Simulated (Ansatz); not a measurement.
`C[O][ZnH]` + CH₃SH → `C[S][ZnH]` + CH₃OH  (ligand exchange at a Zn–O bond)

Calculated with Ansatz (gas phase, PBE0-D4/def2-TZVP geometries, no zero-point term in ΔE). CBS: MP2 limit from def2 TZ/QZ plus the TZ coupled-cluster correction, frozen cores. This one scheme is used for every species. Functionals use def2-TZVPP. B3LYP here is the variant with VWN-RPA as its local correlation; programs differ in this. HSE06 is defined as in plane-wave codes. For Zn outer-core shells are correlated without core-valence functions, which leaves a few kJ/mol of doubt a bond. Scalar relativity is left out up to krypton.

`C[O][ZnH]`:

```xyz
7

C    -0.508   -0.811   -0.430
O    -0.525    0.332    0.370
Zn    0.782    1.445    0.800
H    -1.514   -1.246   -0.454
H     0.173   -1.586   -0.052
H    -0.221   -0.598   -1.470
H     1.813    2.463    1.236
```

CH₃SH:

```xyz
6

C    -0.047   -0.478   -0.102
S     0.149    1.272   -0.503
H     0.795   -0.851    0.480
H    -0.071   -1.007   -1.055
H    -0.982   -0.666    0.423
H     0.156    1.731    0.757
```

`C[S][ZnH]`:

Cartesian coordinates in Å:
```
C 1.002 0.476 0.264
S -0.120 -0.708 1.081
Zn -1.737 -0.886 -0.354
H 0.531 1.449 0.127
H 1.360 0.100 -0.693
H 1.858 0.599 0.927
H -2.893 -1.030 -1.352
```

CH₃OH:

```xyz
6

C     0.203   -0.286    0.064
O    -0.672    0.548   -0.661
H     0.392   -1.164   -0.554
H    -0.233   -0.625    1.012
H     1.165    0.198    0.273
H    -0.855    1.329   -0.134
```

**Question.** Is it downhill or uphill in electronic energy at CCSD(T)/CBS, and by how much? (Best estimate.)

**Answer.** Computed: Downhill: ΔE = -11.0 kcal/mol.

**Question.** What do these levels give: PBE0-D4, B3LYP-D4, PBE-QIDH, HSE06, BHLYP, HF/def2-SVP, MP2/def2-SVP, CCSD/def2-SVP, HF/def2-TZVPP, MP2/def2-TZVPP, HF/def2-QZVPP, MP2/CBS(def2)? (An estimate is asked.)

**Answer.** The calculation gave: PBE0-D4 -12.3, B3LYP-D4 -10.1, PBE-QIDH -11.6, HSE06 -12.2, BHLYP -10.6, HF/def2-SVP -10.2, MP2/def2-SVP -7.4, CCSD/def2-SVP -7.1, HF/def2-TZVPP -11.4, MP2/def2-TZVPP -10.0, HF/def2-QZVPP -10.9, MP2/CBS(def2) -11.2 kcal/mol.

Largest T1 diagnostic among the species: 0.017.

From PBE to PBE0 (25 % exact exchange), in def2-TZVPP and without D4, ΔE moves by −1.2 kcal/mol. At CCSD(T), def2-SVP lies +3.9 kcal/mol from the extrapolated value and def2-TZVPP +1.3 kcal/mol.
